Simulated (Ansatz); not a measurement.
SiSe₂. The state is a singlet with charge 0. Geometry relaxed at PBE-D4/def2-TZVP.

Cartesian coordinates in Å:
```
Si 0.000 0.000 0.000
Se 0.519 -1.992 0.254
Se -0.519 1.992 -0.254
```

The structure comes from a short search, and lower isomers may exist.

(1) Estimate the harmonic wavenumbers at RKS PBE-D4/def2-TZVP (Ansatz, unscaled). Is this a minimum?

Answers

(1) 142, 142, 289, 736 cm⁻¹. Yes, no mode is imaginary beyond noise. Zero-point energy 7.8 kJ/mol. It took 10 s on 4 threads of Arm Neoverse V1 on a shared host.
